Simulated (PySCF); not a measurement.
**A search over the determinants of BaF**

Unrestricted PBE0; PySCF, spin-free X2C with a Gaussian nucleus, basis sets Ba x2c-TZVPPall, F x2c-TZVPPall. Outer shells of the fragments: Ba 6s2; F 2s2 2p5.

Followed along the bond (rough minima from three points):

| 2Ms+1 | unpaired | ⟨S²⟩ at the start | R at minimum (Å) | Te (eV) |
| --- | --- | --- | --- | --- |
| 2 | σ ↑ | 0.75 | 2.15 | 0.00 |
| 2 | δ ↑ | 0.75 | 2.18 | 1.16 |
| 2 | π ↑ | 0.75 | 2.17 | 1.26 |
| 4 | σ ↑, π ↑, δ ↑ | 3.75 | none in the scan | ≤ 6.97 |

Solutions found at the starting distance of 2.400 Å, counted from the lowest of them; the search is not exhaustive and high or unbound solutions are not listed, so other states can lie among these:

| 2Ms+1 | unpaired | term | E (eV) | ⟨S²⟩ | ⟨Lz²⟩ | μ (D) |
| --- | --- | --- | --- | --- | --- | --- |
| 2 | σ ↑ | ²Σ⁺ | 0.00 | 0.75 | 0.00 | -4.45 |
| 2 | δ ↑ | ²Δ | 1.08 | 0.75 | 4.01 | -7.46 |
| 2 | π ↑ | ²Π | 1.18 | 0.75 | 1.00 | -3.19 |
| 4 | σ ↑, π ↑, δ ↑ | mixed | 6.95 | 3.75 | 5.01 | 0.81 |
| 4 | σ ↑, π ↑↑ | mixed | 7.09 | 3.75 | 2.01 | 0.96 |
| 4 | σ ↑↑, π ↑ | ⁴Π | 7.13 | 3.75 | 1.00 | 2.58 |
| 4 | σ ↑, π ↑↑ | mixed | 7.18 | 3.75 | 2.01 | 2.25 |
| 4 | σ ↑↑, π ↑ | ⁴Π | 7.47 | 3.75 | 1.01 | 6.63 |

A term symbol is given only where ⟨S²⟩ and ⟨Lz²⟩ are close to those of a pure state; real π, δ and φ orbitals otherwise mix terms. A positive dipole means Ba(−)F(+).

Question: Compare the gap between the two lowest followed solutions at the starting distance with the gap between their minima.

Answer: At PBE0 the second solution (doublet, unpaired electrons δ ↑) lies +1.08 eV from the first (doublet, unpaired electrons σ ↑) at 2.400 Å and +1.16 eV at the minima; the two curves relax by different amounts, since their minima lie near 2.18 and 2.15 Å.

Spin–orbit coupling is left out. Counting both spins, an empty level lies below a filled one in some of these solutions, because spin and occupation are held.
